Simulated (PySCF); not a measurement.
Compound: C₄H₁₁OPSi.
Z-matrix (Å and degrees, GFN2-xTB geometry), rows numbered from 1:
```
Si
P   1  2.2403
C   2  1.8659  1  100.08
C   3  1.5291  2  108.87  1  -156.95
O   4  1.4069  3  113.13  2    65.21
C   5  1.4069  4  113.25  3   -66.27
C   6  1.5290  5  113.13  4    66.27
H   1  1.4676  2  113.58  3    48.00
H   1  1.4613  2  107.23  3   -72.42
H   1  1.4613  2  107.21  3   168.45
H   3  1.0919  2  108.95  1    83.54
H   3  1.0931  2  110.95  1   -36.51
H   4  1.1023  3  109.43  2   -57.61
H   4  1.0937  3  110.25  2  -177.29
H   6  1.0937  5  105.20  4  -173.30
H   6  1.1022  5  109.85  4   -56.33
H   7  1.0931  2  110.95  1    36.53
H   7  1.0919  2  108.97  1   -83.54
```

Theory: PySCF, TDDFT B3LYP/def2-SVPD, vertical, gas phase, core orbitals frozen in the response.

Kohn–Sham orbitals with the atoms that hold most of them (Löwdin shares over 4%, at most four atoms; ? is withheld):

| orbital | ε (eV) | atoms |
| --- | --- | --- |
| LUMO+2 | 0.38 | Si1 42%, H8 10%, H9 8%, H10 8% |
| LUMO+1 | 0.24 | P2 29%, Si1 17%, C3 10%, C7 10% |
| LUMO | 0.01 | ? |
| HOMO | ? | ? |
| HOMO-1 | -7.24 | O5 49%, C3 9%, C7 9%, C4 8% |
| HOMO-2 | -8.26 | O5 27%, P2 15%, Si1 10%, C4 10% |
| HOMO-3 | -8.59 | P2 21%, C7 18%, C3 18%, C6 6% |

Q: Which atoms hold the LUMO, and with what shares?

A: Si1 (bonded to P and 3 H) 27%; P2 (bonded to 2 C and Si) 20%; H8 (bonded to Si) 11%; H9 (bonded to Si) 5%. By element: silicon 27%, phosphorus 20%, hydrogen 16% or more.

Q: Give the leading atoms of the HOMO.

A: P2 (bonded to 2 C and Si) 59%; Si1 (bonded to P and 3 H) 11%; C3 (bonded to C, P and 2 H) 9%; C7 (bonded to C, P and 2 H) 9%. By element: phosphorus 59%, carbon 19% or more, silicon 11%.

Q: What is the HOMO energy, and the HOMO–LUMO gap?

A: ε(HOMO) = -6.54 eV; the gap is 6.55 eV (0.2408 hartree).

Q: The HOMO–LUMO gap is 6.55 eV. Where does the response calculation put the lowest singlet, and from which orbitals?

A: S1 is at 5.73 eV (f = 0.017), 0.82 eV below the gap, made of HOMO→LUMO+1 (97%). Its leading pair isn't HOMO and LUMO; the energies of that pair differ by 6.78 eV. 

Q: One configuration dominates each of S1, S2, S4 and S6. Which, and how do the shares of the two leading atoms of either orbital change from the occupied to the empty one?

A: 
- S1 (5.73 eV, f 0.017), HOMO→LUMO+1 (97%): P2 59% → 29%, Si1 11% → 17%
- S2 (5.83 eV, f 0.096), HOMO→LUMO (85%): P2 59% → 20%, Si1 11% → 27%
- S4 (6.45 eV, f 0.011), HOMO-1→LUMO (84%): O5 49% → at most 5%, C3 9% → at most 5%, Si1 at most 8% → 27%, P2 at most 8% → 20%
- S6 (6.59 eV, f 0.0000), HOMO-1→LUMO+1 (84%): O5 49% → at most 10%, C3 9% → 10%, P2 at most 8% → 29%, Si1 at most 8% → 17%

Löwdin shares depend on the basis, the more so with diffuse functions.

One conformer stands for the species.
